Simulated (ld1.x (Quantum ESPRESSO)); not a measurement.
**carbon: one change to a TM potential, before and after**

ld1.x (Quantum ESPRESSO) 7.5 input, shortened:

```
&input
   title='C', zed=6., rel=0, dft='BLYP', iswitch=3,
   config='[He] 2s2 2p1.5'
 /
 &inputp
   pseudotype=2, tm=.true., lloc=0,
   nlcc=.true., rcore=1.15
 /
2
2P  2  1   1.50   0.00  1.55  1.55  0.0
2S  1  0   2.00   0.00  1.25  1.25  0.0
 &test
   configts(1)='2s2 2p1.5'
 /
```

Change: wave 2p (bound): rc 1.55 bohr becomes 2p (bound): rc 1.06 bohr.

Cutoffs: the cutoffs (Ry, on a coarse ladder) from which the occupation-weighted sum of valence levels, in a spherical-Bessel basis at the reference potential, stays within 10 and 1 mRy of its value at 400 Ry; they do not see the model core or the augmentation charge, which bear on the density cutoff. Errors are all-electron minus pseudo energies relative to the spin-unpolarised reference configuration.

Question: How do hardness, ghosts and transferability respond?

Answer: The potential gets harder (45 Ry and 80 Ry → 70 Ry and 90 Ry); of the 7 tests that both files solve, the error grows in 2 and shrinks in 4 by more than 15 % and 0.3 meV (median size 27.3 → 30.0 meV); neither file shows a bound ghost. A smaller radius makes the pseudo-wave follow the all-electron one further in, where it bends more sharply, so more plane waves are needed.

| quantity | base | changed |
| --- | --- | --- |
| cutoff, loose | 45 Ry | 70 Ry |
| cutoff, tight | 80 Ry | 90 Ry |
| loose cutoff by channel (10 mRy a level) | p 35 Ry, s 30 Ry | p 60 Ry, s 30 Ry |
| bound ghosts | none | none |
| error for 2s2 2p2, meV [ΔE -3.94 eV] | +2.0 | +1.5 |
| error for 2s2 2p1, meV [ΔE 6.89 eV] | +6.3 | +4.7 |
| error for 2s2 2p0, meV [ΔE 31.07 eV] | +148 | +122 |
| error for 2s1 2p0, meV [ΔE 79.20 eV] | +368 | +294 |
| error for 2s1 2p3, meV [ΔE 4.43 eV] | +27 | +30 |
| error for 2s1 2p2, meV [ΔE 15.52 eV] | +7.9 | +19 |
| error for 2s0 2p4, meV [ΔE 12.83 eV] | +76 | +89 |
